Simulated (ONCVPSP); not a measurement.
# Which change was made? (Mo, ONCV)

- Element: molybdenum
- Generator: ONCVPSP 4.0.1
- Type: optimised norm-conserving Vanderbilt (ONCV)
- Functional: PBE
- Relativity: fully relativistic
- Frozen core: [Kr]
- Valence charge: 6
- Reference configuration: 4d5 5s0.5 5p0.5
- Partial waves: 5s: rc 3.20 bohr, ncon 4, nbas 8, qcut 2.1 1/bohr, 2 projectors, debl 1.7 Ha; 5p: rc 3.15 bohr, ncon 3, nbas 6, qcut 2.3 1/bohr, 2 projectors, debl 2.2 Ha; 4d: rc 1.65 bohr, ncon 4, nbas 7, qcut 6 1/bohr, 2 projectors, debl 3.9 Ha
- Local potential: polynomial inside 1.25 bohr (lpopt 3, dvloc0 1 Ha)
- Core correction: none

Open shells are filled in proportion to 2j + 1.

Cutoffs, loose and tight: the cutoffs (Ha) at which the residual kinetic energy of the hardest occupied pseudo-wave falls to 1 and 0.1 mHa per electron. They do not see the model core or the augmentation charge, which bear on the density cutoff. Test errors are all-electron minus pseudo excitation energies from the reference, over the configurations 4d5 5s1 5p0; 4d5 5s0 5p0; 4d4 5s0 5p0; 4d4 5s2 5p0; variants that change the core or the reference have their own tests.

The base gives: outcome: generated; cutoff, loose: 18 Ha; cutoff, tight: 52 Ha; bound ghosts: s; GHOST(+) flags above zero: p3/2, p1/2, d3/2; largest test error (meV): +55.

Question: After one change the result is: outcome: generated; cutoff, loose: 18 Ha; cutoff, tight: 52 Ha; bound ghosts: none; GHOST(+) flags above zero: s, p3/2, p1/2; largest test error (meV): +55. Which change was it?
A. s: qcut 3
B. reference 4d5 5s1; wave 5p: rc 3.15 bohr, ncon 3, nbas 6, qcut 2.3 1/bohr, 2 projectors, debl 2.2 Ha becomes p scattering state at 0.02 Ha: rc 3.15 bohr, ncon 3, nbas 6, qcut 2.3 1/bohr, 2 projectors, debl 2.2 Ha
C. local potential polynomial inside 1.25 bohr (lpopt 3, dvloc0 7.5 Ha)

Answer: C. The others give: s: qcut 3 → outcome: failed: ERROR pspot: first pseudo wave function has node, program will stop | reference 4d5 5s1; wave 5p: rc 3.15 bohr, ncon 3, nbas 6, qcut 2.3 1/bohr, 2 projectors, debl 2.2 Ha becomes p scattering state at 0.02 Ha: rc 3.15 bohr, ncon 3, nbas 6, qcut 2.3 1/bohr, 2 projectors, debl 2.2 Ha → outcome: generated, projector energies reset by the program; cutoff, loose: 18 Ha; cutoff, tight: 51 Ha; bound ghosts: s; GHOST(+) flags above zero: p3/2, p1/2, d3/2; largest test error (meV): +58.
